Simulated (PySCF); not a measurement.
C₃H₅, SMILES [CH]1CC1, multiplicity 2.

The structure is a stationary point at B3LYP-D3(BJ)/def2-TZVP.

Two levels are set side by side: PBE/def2-TZVPD (PySCF) and ωB97X/def2-TZVPD (PySCF). Same geometry, gas phase. Differences are taken from unrounded values.

```csv
quantity,ωB97X
α-spin orbital gap (eV),10.96
β-spin orbital gap (eV),11.51
dipole moment (D),0.61
mean polarisability (bohr³),35.3
```

**Question.** What does PBE give, and how far is it from ωB97X? (An estimate is asked for; the answer gives what the named calculation found.)

**Answer.** 
```tsv
quantity	PBE	PBE minus ωB97X
α-spin orbital gap (eV)	4.97	-6.00
β-spin orbital gap (eV)	4.56	-6.96
dipole moment (D)	0.62	0.01
mean polarisability (bohr³)	37.3	2.0
```

Loosely held outer electrons make PBE densities more polarisable. Differences between two approximate levels are no errors against the true value.

Rough cost on one machine, each run with all the roots and properties that it gave: ωB97X against PBE within a factor of 2.
